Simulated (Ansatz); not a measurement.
Total energies of CH₅AsO, SMILES `CO[AsH2]`.

```xyz
8

C    -0.400    0.744   -0.545
O    -0.692   -0.631   -0.495
As    0.255   -1.650    0.621
H     0.637    0.926   -0.856
H    -0.557    1.225    0.429
H    -1.072    1.201   -1.275
H     0.185   -0.724    1.847
H     1.645   -1.091    0.273
```

Total charge 0; spin multiplicity 1. Correlated methods include outer-core shells of As, which these sets cover unevenly. Scalar relativity is left out up to krypton. The geometry is a stationary point of PBE0-D4/def2-TZVP. Basis def2-TZVPP, Ansatz.

RPA on PBE orbitals: Hartree–Fock energy of these orbitals -2349.82086 Eh, correlation -1.10821 Eh (frozen core).

```
functional  energy without D4 (Eh)  D4 term (kJ/mol)
    revPBE             -2352.02718             -42.0
      BLYP             -2352.25297             -28.3
      PBE0             -2351.83701             -10.4
     B3LYP             -2352.29172             -20.3
   r2SCANh             -2352.15587              -3.1
   r2SCAN0             -2352.13816              -3.4
     BHLYP             -2352.16023             -14.8
 CAM-B3LYP             -2352.31776             -10.4
   LC-ωPBE             -2351.87369                 –
   ωB97M-V             -2352.06179                 –
```

Q: Give the same for LDA (SPW92), PBE, r2SCAN, B97M-V, HSE06 (plane-wave form), ωB97X-V, B2PLYP, PBE-QIDH. (An estimate is asked.)

A: Computed: 
| functional | energy without D4 (Eh) | D4 term (kJ/mol) |
| --- | --- | --- |
| LDA (SPW92) | -2348.01777 | – |
| PBE | -2351.76608 | -12.5 |
| r2SCAN | -2352.16848 | -2.9 |
| B97M-V | -2351.80840 | – |
| HSE06 (plane-wave form) | -2351.83265 | -9.6 |
| ωB97X-V | -2351.99844 | – |
| B2PLYP | -2351.78057 | – |
| PBE-QIDH | -2351.49905 | – |

B3LYP takes the VWN-RPA correlation (the form of Gaussian; ORCA's B3LYP/G). HSE06 is the plane-wave form, built on full-range PBE exchange. The double hybrids freeze the cores in their second-order part.

LC-ωPBE has ω = 0.4 bohr⁻¹.
